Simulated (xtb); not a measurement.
C2H3Cl2Ga, SMILES C=[CH][Ga]([Cl])[Cl]. All values are semi-empirical tight-binding results from xtb (GFN2-xTB unless named), good for trends rather than for accurate numbers. Geometry optimised at GFN2-xTB. The structure was generated by enumeration; whether it is a known compound was not checked. The values are those of a single conformer.

For metal compounds this method's bond lengths and energies can be far off.

Computed properties:
point group as xtb finds it: Cs
orbital gap: 4.16 eV
zero-point energy: 26.3 kcal/mol
G − E(el) at 298.15 K (modified RRHO): 4.9 kcal/mol
